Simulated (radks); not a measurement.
Species: the nickel ion Ni3+. Configuration: [Ar] 3d7. Method: non-relativistic Kohn-Sham, revPBE, spin-unpolarised, spherical densities, point nucleus; computed with a radial shooting solver on a logarithmic mesh with Libxc functionals.

Unscreened Slater integrals over Kohn-Sham orbitals (cm^-1). Empty in this configuration: 4s.

F0(3d,3d): 227410
F2(3d,3d): 105910
F4(3d,3d): 66022
F0(3d,3p): 240330
F2(3d,3p): 114120
G1(3d,3p): 140790
G3(3d,3p): 85737
F0(3d,3s): 244230
G2(3d,3s): 106810
F0(3d,2p): 315950
F2(3d,2p): 62408
G1(3d,2p): 46977
G3(3d,2p): 26705
F0(3d,4s): 114340
G2(3d,4s): 13067
F0(3p,3p): 256570
F2(3p,3p): 128530
F0(3p,3s): 260830
G1(3p,3s): 172860
F0(3p,2p): 348480
F2(3p,2p): 69702
G0(3p,2p): 26836
G2(3p,2p): 28273
F0(3p,4s): 116230
G1(3p,4s): 8185.2
F0(3s,3s): 265490
F0(3s,2p): 353530
G1(3s,2p): 28909
F0(3s,4s): 116640
G0(3s,4s): 5953.6
F0(2p,2p): 925130
F2(2p,2p): 437030
F0(2p,4s): 125810
G1(2p,4s): 3151.9
F0(4s,4s): 91310

Derived for the open shells (J is the average intra-shell exchange parameter used in DFT+U). 3d: Racah B = F2/49 - 5 F4/441 = 1413 cm^-1, C = 35 F4/441 = 5240 cm^-1, C/B = 3.71, F4/F2 = 0.623, J = (F2 + F4)/14 = 12280 cm^-1.
